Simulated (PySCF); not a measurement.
# Where the electron goes

(HBe-mu3-Cl)4 cubane, Be₄Cl₄H₄.
Z-matrix (Å and degrees, PBE0-D3(BJ)/def2-SVP geometry), rows numbered from 1:
```
Be
H   1  1.3337
Cl  1  2.1838  2  122.07
Be  3  2.1864  1   85.38  2  -136.99
H   4  1.3340  3  121.95  1   137.52
Cl  4  2.1802  3   94.42  1     4.60
Be  6  2.1834  1   85.38  2  -137.21
H   7  1.3340  6  122.37  1   136.87
Cl  1  2.1787  2  122.24  3   120.17
Be  9  2.1823  1   85.53  2  -137.17
H  10  1.3341  3  122.30  1  -136.95
Cl  7  2.1802  6   94.37  1   -90.30
```

Method used: TDDFT CAM-B3LYP/def2-SVPD, vertical, gas phase, core orbitals frozen in the response in PySCF.

Frontier orbitals with the atoms that hold most of them (Löwdin shares over 4%, at most four atoms):

| orbital | ε (eV) | atoms |
| --- | --- | --- |
| HOMO-3 | -10.87 | H11 13%, H8 13%, H2 13%, H5 13% |
| HOMO-2 | -10.22 | H11 30%, Be10 21%, H8 16%, Be7 11% |
| HOMO-1 | -10.22 | H2 20%, H8 18%, Be1 15%, Be7 13% |
| HOMO | -10.22 | H5 31%, Be4 22%, H2 14%, Be1 10% |
| LUMO | 0.07 | Be4 15%, Be10 15%, Be1 14%, Be7 13% |
| LUMO+1 | 0.07 | Be10 18%, Be1 17%, Be7 11%, Be4 10% |
| LUMO+2 | 0.07 | Be7 18%, Be4 17%, Be1 12%, Be10 10% |

Within 0.005 eV of a neighbour in this list lie HOMO-2/HOMO-1/HOMO and LUMO/LUMO+1/LUMO+2 (point group found: Td); within a degenerate set the shares of single atoms can hang on how the components are chosen.

Question: How does S1 compare with the orbital gap of 10.29 eV?

Answer: S1 is at 7.25 eV (f = 0.0000), 3.04 eV below the gap, made of HOMO-2/HOMO-1/HOMO→LUMO/LUMO+1/LUMO+2 (≥59%). S1/S2 lie within about 0.01 eV of each other. Without the coupling terms of the response equations the lowest excitation would equal the gap.

Next come S2 at 7.25 eV (f 0.0000), HOMO-2/HOMO-1/HOMO→LUMO/LUMO+1/LUMO+2 (≥68%); S3 at 7.29 eV (f 0.0000), HOMO-2/HOMO-1/HOMO→LUMO/LUMO+1/LUMO+2 (≥58%); S4 at 7.29 eV (f 0.0000), HOMO-2/HOMO-1/HOMO→LUMO/LUMO+1/LUMO+2 (≥63%); S5 at 7.29 eV (f 0.0000), HOMO-2/HOMO-1/HOMO→LUMO/LUMO+1/LUMO+2 (≥74%).

Orbitals of the list HOMO-3 to LUMO+2 that lie within 0.01 eV of each other are written together with a slash and their weights summed (≥ marks a lower bound); for degenerate orbitals outside that list single weights are arbitrary.

Löwdin shares depend on the basis, the more so with diffuse functions.

One conformer stands for the species.
